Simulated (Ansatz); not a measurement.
Isolated molecules relaxed with PBE0-D4/def2-TZVP in Ansatz; ΔE leaves out vibrations. CBS: MP2 limit from def2 TZ/QZ plus the TZ coupled-cluster correction, frozen cores. This one scheme is used for every species. DFT in def2-TZVPP. HSE06 is defined as in plane-wave codes. def2 core potentials past Kr. For In, Te outer-core shells are correlated without core-valence functions, which leaves a few kJ/mol of doubt a bond. One conformer a species, not always the lowest.

Consider the formal exchange of groups at the Si–In bond: `[CH3][In]([NH2])[SiH2][TeH]` + CH₃OH → `C[SiH2][TeH]` + `[CH3][In]([NH2])[OH]`.

```
             level  ΔE (kJ/mol)
         r2SCAN-D4        -92.2
          HSE06-D4        -79.0
           ωB97M-V        -93.6
             HSE06        -81.9
         CAM-B3LYP        -96.4
     HF/def2-TZVPP        -93.2
    MP2/def2-TZVPP       -100.8
SCS-MP2/def2-TZVPP        -99.2
```

Question: What does CCSD(T)/CBS give? (Estimate.)

Answer: Computed: -96.5 kJ/mol. The listed levels differ from it by 4.3, 17.5, 2.9, 14.6, 0.1, 3.3, -4.3, -2.7 kJ/mol.

Largest T1 diagnostic among the species: 0.015.

Leaving LDA and LC-ωPBE aside and taking each functional with its dispersion term where it has one, the values, not all of them listed here, spread over 17.9 kJ/mol, from B2PLYP to HSE06-D4. LDA lies +6.2 kJ/mol from PBE without D4. From r2SCAN to r2SCAN0 (25 % exact exchange), in def2-TZVPP and without D4, ΔE moves by +3.5 kJ/mol. The D4 term adds +4.3 kJ/mol with B3LYP and +2.7 kJ/mol with PBE0; it sums over pairs of atoms, weighted by their polarisabilities, and B3LYP, whose exchange is more repulsive, gets the larger term.

B3LYP here is the variant with VWN-RPA as its local correlation; programs differ in this.
